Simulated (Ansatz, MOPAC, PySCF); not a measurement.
Torsion F1–Ge2–S3–H4 in FGeHS (SMILES [F][Ge][SH]); at each angle all else is relaxed with GFN2-xTB, and the levels are single points there.
Geometry at 180° (charge 0, multiplicity 1):
```csv
atom,x (Å),y (Å),z (Å)
F,1.6739,-0.6334,0.1724
Ge,0.9292,0.9438,-0.3066
S,-1.1634,0.4355,0.3441
H,-1.6547,1.6158,-0.0284
```

On the grid 0° to 330°, 270° is the highest and 180° the lowest point at wB97M-V/def2-TZVPP.

Rows in 3-21G, 6-31G*, LANL2DZ, STO-3G carry no dispersion term and start afresh at each structure (6-31G* with six Cartesian d functions); the Pople sets are all-electron and without relativity. MP2/6-31G* freezes PySCF's default core, which leaves 3d correlated. LANL2DZ brings its own core potentials from Na on. The state reached by AM1, PM3, PM6 isn't checked.

Run with Ansatz (Gaussian orbitals); MOPAC for AM1, PM3, PM6 (differences of heats of formation); PySCF for 3-21G rows, 6-31G* rows, LANL2DZ rows, STO-3G rows, the dispersion terms. 

Other levels give for the energy at 270° less that at 180°: PBE/def2-TZVPP 444.1; B3LYP/def2-TZVPP 447.6; B3LYP-D3(BJ)/def2-TZVPP 447.7; wB97M-V/def2-TZVPP 431.8 meV.

Q: What do these common cheap choices give for the same quantity: AM1, PM3, PM6, HF/STO-3G, B3LYP/3-21G, B3LYP/6-31G*, B3LYP/LANL2DZ, MP2/6-31G*?

A: AM1 257.7; PM3 242.5; PM6 204.0; HF/STO-3G 577.7; B3LYP/3-21G 452.2; B3LYP/6-31G* 440.7; B3LYP/LANL2DZ 425.9; MP2/6-31G* 475.4 meV. They span 204.0 to 577.7 meV.

Ansatz is an electronic-structure program.
